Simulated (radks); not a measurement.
The numbers below are computed, except where a source is named.
Q: Neutral lithium, [He] 2s1. Code: a radial shooting solver on a logarithmic mesh with Libxc functionals. Model: non-relativistic Kohn-Sham, exchange-only PBE, spin-polarised, spherical densities, point nucleus. Every spin shell is full or empty, so the densities are truly spherical. Functionals are evaluated on that one density, not self-consistently. Rank these exchange functionals by their error against the exact value of the orbitals, and give that value: LDA, B88, PBE, PBEsol, RPBE, PW91, OPTX, APBE, TPSS, revTPSS, SCAN, r2SCAN, MVS.

A: Exact: -1.76643 hartree. From best to worst, with 100 (|E| - |E exact|)/|E exact| (equal figures are ties): B88 -0.07, OPTX +0.11, MVS +0.14, r2SCAN +0.16, SCAN +0.18, revTPSS +0.36, TPSS +0.49, APBE +0.55, RPBE +0.65, PW91 -0.73, PBE -1.05, PBEsol -5.49, LDA -13.49.
